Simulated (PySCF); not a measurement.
C3H7O (SMILES CC(C)[O]), doublet, geometry from GFN2-xTB; PySCF with PW91/6-31G*.

PySCF was given this input:
```python
from pyscf import gto, scf, dft

mol = gto.M(
    atom='''
C    -1.153561   -0.849731    0.007850
C    -0.057857    0.220170   -0.206277
C     1.362176   -0.391880   -0.209078
O    -0.194521    1.310222    0.509493
H    -1.025584   -1.277119    0.999685
H    -1.076431   -1.637088   -0.736138
H    -2.138075   -0.392715   -0.042456
H    -0.211267    0.560326   -1.267458
H     1.558059   -0.806909    0.776901
H     1.443173   -1.178534   -0.953400
H     2.101742    0.378909   -0.408049
''',
    basis='6-31g*',
    charge=0,
    spin=1,
    verbose=4,
)

mf = dft.UKS(mol)
mf.xc = 'pw91,pw91'
mf.kernel()
mf.analyze()
```

Predict the main parts of the log of this PySCF run.


```
PySCF version 2.14.0

[INPUT] verbose = 4
[INPUT] num. atoms = 11
[INPUT] num. electrons = 33
[INPUT] charge = 0
[INPUT] spin (= nelec alpha-beta = 2S) = 1
[INPUT] symmetry False subgroup None
[INPUT] Mole.unit = angstrom
[INPUT] Symbol           X                Y                Z      unit          X                Y                Z       unit  Magmom
[...]
nuclear repulsion = 126.375308796562
number of shells = 38
number of NR pGTOs = 136
number of NR cGTOs = 70
basis = 6-31g*
ecp = {}

******** <class 'pyscf.dft.uks.UKS'> ********
method = UKS
initial guess = minao
damping factor = 0
level_shift factor = 0
DIIS = <class 'pyscf.scf.diis.CDIIS'>
diis_start_cycle = 1
diis_space = 8
diis_damp = 0
SCF conv_tol = 1e-09
SCF conv_tol_grad = None
SCF max_cycles = 50
direct_scf = True
direct_scf_tol = 1e-13
number electrons alpha = 17  beta = 16
XC library pyscf.dft.libxc version 7.1.2
    S. Lehtola, C. Steigemann, M. J. T. Oliveira, and M. A. L. Marques,  SoftwareX 7, 1–5 (2018)
XC functionals = pw91,pw91
    J. P. Perdew. In P. Ziesche and H. Eschrig, editors, Proceedings of the 75. WE-Heraeus-Seminar and 21st Annual International Symposium on Electronic Structure of Solids, 11. Berlin, 1991. Akademie Verlag.
    J. P. Perdew, J. A. Chevary, S. H. Vosko, K. A. Jackson, M. R. Pederson, D. J. Singh, and C. Fiolhais,  Phys. Rev. B 46, 6671 (1992)
    J. P. Perdew, J. A. Chevary, S. H. Vosko, K. A. Jackson, M. R. Pederson, D. J. Singh, and C. Fiolhais,  Phys. Rev. B 48, 4978 (1993)
    J. P. Perdew. In P. Ziesche and H. Eschrig, editors, Proceedings of the 75. WE-Heraeus-Seminar and 21st Annual International Symposium on Electronic Structure of Solids, 11. Berlin, 1991. Akademie Verlag.
    J. P. Perdew, J. A. Chevary, S. H. Vosko, K. A. Jackson, M. R. Pederson, D. J. Singh, and C. Fiolhais,  Phys. Rev. B 46, 6671 (1992)
    J. P. Perdew, J. A. Chevary, S. H. Vosko, K. A. Jackson, M. R. Pederson, D. J. Singh, and C. Fiolhais,  Phys. Rev. B 48, 4978 (1993)
radial grids:
    Treutler-Ahlrichs [JCP 102, 346 (1995); DOI:10.1063/1.469408] (M4) radial grids

becke partition: Becke, JCP 88, 2547 (1988); DOI:10.1063/1.454033
pruning grids: <function nwchem_prune>
grids dens level: 3
symmetrized grids: False
atomic radii adjust function: <function treutler_atomic_radii_adjust>
small_rho_cutoff = 0
Set gradient conv threshold to 3.16228e-05
tot grids = 125096
init E= -193.70668768609

cycle= 1 E= -193.432903636293  delta_E= 0.274  |g|= 0.566  |ddm|= 2.03
[...]
converged SCF energy = -193.591488315464  <S^2> = 0.75242199  2S+1 = 2.0024205
Total Energy =                        -193.591488315464176
[...]
spin_pop of  2 C 3dyz     -0.00001
spin_pop of  2 C 3dz^2     0.00006
spin_pop of  2 C 3dxz      0.00000
spin_pop of  2 C 3dx2-y2    0.00001
spin_pop of  3 O 1s       -0.00000
spin_pop of  3 O 2s        0.00857
spin_pop of  3 O 3s       -0.00040
spin_pop of  3 O 2px       0.02550
spin_pop of  3 O 2py       0.19884
spin_pop of  3 O 2pz       0.56201
spin_pop of  3 O 3px      -0.00023
spin_pop of  3 O 3py       0.00030
spin_pop of  3 O 3pz       0.00068
spin_pop of  3 O 3dxy      0.00005
spin_pop of  3 O 3dyz      0.00024
spin_pop of  3 O 3dz^2     0.00037
spin_pop of  3 O 3dxz      0.00001
spin_pop of  3 O 3dx2-y2    0.00020
spin_pop of  4 H 1s        0.00733
spin_pop of  4 H 2s        0.00021
spin_pop of  5 H 1s       -0.00080
spin_pop of  5 H 2s        0.00003
spin_pop of  6 H 1s       -0.00034
spin_pop of  6 H 2s       -0.00007
spin_pop of  7 H 1s        0.14710
spin_pop of  7 H 2s        0.00036
spin_pop of  8 H 1s        0.00733
spin_pop of  8 H 2s        0.00021
spin_pop of  9 H 1s       -0.00080
spin_pop of  9 H 2s        0.00003
spin_pop of  10 H 1s       -0.00034
spin_pop of  10 H 2s       -0.00007
 ** Mulliken Spin Density (per atom)  **
spin density of  0 C =      0.02914
spin density of  1 C =     -0.01460
spin density of  2 C =      0.02913
spin density of  3 O =      0.79616
spin density of  4 H =      0.00754
spin density of  5 H =     -0.00077
spin density of  6 H =     -0.00041
spin density of  7 H =      0.14746
spin density of  8 H =      0.00754
spin density of  9 H =     -0.00077
spin density of  10 H =     -0.00041
 ** Mulliken pop alpha/beta on meta-lowdin orthogonal AOs **
 ** Mulliken pop       alpha | beta **
In total            17.00000 | 16.00000
 ** Mulliken atomic charges   ( Nelec_alpha | Nelec_beta ) **
charge of  0C =     -0.33876  (     3.18395      3.15481 )
charge of  1C =      0.14915  (     2.91813      2.93273 )
charge of  2C =     -0.33875  (     3.18394      3.15481 )
charge of  3O =     -0.29664  (     4.54640      3.75024 )
charge of  4H =      0.11381  (     0.44687      0.43933 )
charge of  5H =      0.10842  (     0.44540      0.44617 )
charge of  6H =      0.11661  (     0.44149      0.44190 )
charge of  7H =      0.14734  (     0.50006      0.35260 )
charge of  8H =      0.11380  (     0.44687      0.43933 )
charge of  9H =      0.10842  (     0.44541      0.44618 )
charge of  10H =      0.11661  (     0.44149      0.44190 )
Dipole moment(X, Y, Z, Debye):  0.19017, -1.61334, -1.19878
```
